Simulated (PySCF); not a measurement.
Gas-phase reaction: B3O3H3 + 3 BCl2 → 3 BCl2OH + 3 B

Computed with PySCF and rigid-rotor harmonic-oscillator thermochemistry at 1 bar. † marks an energy on the PBE0/def2-TZVP geometry and frequencies; other levels use their own. CCSD(T) freezes the core. Open shells (unrestricted): BCl2 (multiplicity 2), B (multiplicity 2); the rest are closed-shell singlets. Spin-orbit splitting is ignored; it lowers the true energy and changes the entropy of B. B3LYP is the form with VWN-RPA correlation. BCl2OH: computed as isolated molecules; such fragments, hydroxides, amides, oligomers or adducts are transient or little studied in the gas. CCSD(T) isn't extrapolated to the basis-set limit.

r2SCAN/def2-TZVP† gives ΔH°(298 K) = 1253 kJ.

### Question
What do B3LYP/def2-TZVP†, PBE/def2-SVP, CCSD(T)/def2-TZVPP† give?

### Answer
B3LYP/def2-TZVP†: 1190 kJ; PBE/def2-SVP: 1269 kJ; CCSD(T)/def2-TZVPP†: 1091 kJ. For scale, ΔH°(298 K) is 1253 kJ at this level, 1152 kJ at ωB97M-V/def2-TZVP†, and runs from 1068 to 1936 kJ over the 20 levels computed.
